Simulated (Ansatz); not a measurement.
# Abstraction of H: C2H3N + GeH(CH3)2 → C2H2N + GeH2(CH3)2

Gas-phase species: C2H3N (acetonitrile) `CC#N`, singlet; GeH(CH3)2, doublet; C2H2N `[CH2]C#N`, doublet; GeH2(CH3)2, singlet. A radical takes H: the energy is the difference in strength between the C–H bond broken and the Ge–H bond made.

Shapes, held fixed at every level: PBE0-D4/def2-TZVP. Programs: Ansatz 0.2.0. The zero-point and thermal change to 298 K, harmonic and unscaled (PBE0-D4/def2-TZVP), is -13.3 kJ/mol.

```
                level                    kind  ΔH(298 K) (kJ/mol)  CPU time (sum over the molecules)
          HF/def2-SVP            Hartree–Fock               +10.3                                  –
        HF/def2-TZVPP            Hartree–Fock               +11.3                                  –
     SPW92/def2-TZVPP                     LDA               +44.6                               11 s
  BHLYP-D4/def2-TZVPP           global hybrid               +29.4                               30 s
   PBE0-D4/def2-TZVPP           global hybrid               +37.8                               27 s
r2SCAN0-D4/def2-TZVPP           global hybrid               +28.1                               45 s
   wB97M-V/def2-TZVPP  range-separated hybrid               +43.3                               84 s
    B2PLYP/def2-TZVPP           double hybrid               +40.2                               41 s
```

B2PLYP/def2-TZVPP gives ΔH(298 K) = +40.2 kJ/mol; the levels span +10.3 to +44.6. The median of the levels is +33.6. No measured value is set beside it here. Spin contamination: C2H2N (⟨S²⟩ up to 0.93). Open shells run unrestricted. Relativity is left out for Ge. Outer-core shells of Ge are correlated, in sets that cover them unevenly. Times are processor times on shared x86 and Arm servers, and rough.
